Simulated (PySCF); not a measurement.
Give a PBE0-D3(BJ)/def2-SVP geometry of `O=C(O)c1[c]cco1` [radical]. (Doublet state.)

```
atom  x, y, z in Å
O1     2.2865   -0.6193    1.0971
C2     1.7337   -0.1592    0.1332
O3     2.3753    0.2880   -0.9540
C4     0.2850   -0.0130   -0.0129
C5    -0.5364    0.4495   -0.9967
C6    -1.8775    0.3462   -0.5748
C7    -1.7717   -0.1910    0.6841
O8    -0.4960   -0.4088    1.0269
H9     3.3199    0.1555   -0.7835
H10   -2.7900    0.6180   -1.1001
H11   -2.5179   -0.4606    1.4288
```

Any rigid rotation of these coordinates is as good. Atoms count from 1 in this order. The 4 C–C bonds span 1.362 Å (C4–C5, aromatic) to 1.463 Å (C2–C4, drawn single), a spread of 0.101 Å. The 5-membered ring C4–C5–C6–C7–O8 has internal angles of 103.3° to 111.8° (sum 540°, against 540° for a flat polygon); it is planar, 0.00 Å rms from its mean plane, widest ring torsion 0°. C2 (carbon bonded to C and 2 O) is planar (angles 125.0°, 123.9° and 111.1°, sum 360.0°, 0.00 Å off the plane of its three neighbours). The C–O distances run from 1.203 Å (O1=C2, drawn double) to 1.359 Å (C4–O8, aromatic), a spread of 0.156 Å.

Bonds between heavy atoms (Å): O1=C2 1.203, C2–O3 1.339, C2–C4 1.463, C4–C5 1.362, C5–C6 1.410, C6–C7 1.373, C7–O8 1.339, C4–O8 1.359.

Method: PBE0-D3(BJ)/def2-SVP geometry optimisation, gas phase in PySCF 2.14.0.

Point group: Cs (tolerance 0.08 Å). PBE0-D3(BJ)/def2-SVP frequencies: not computed here. ⟨S²⟩ = 0.763 (exact for a doublet: 0.75). Torsions: O1–C2–O3–H 0°, O1–C2–C4–C5 -179°.

One conformer stands for the species.
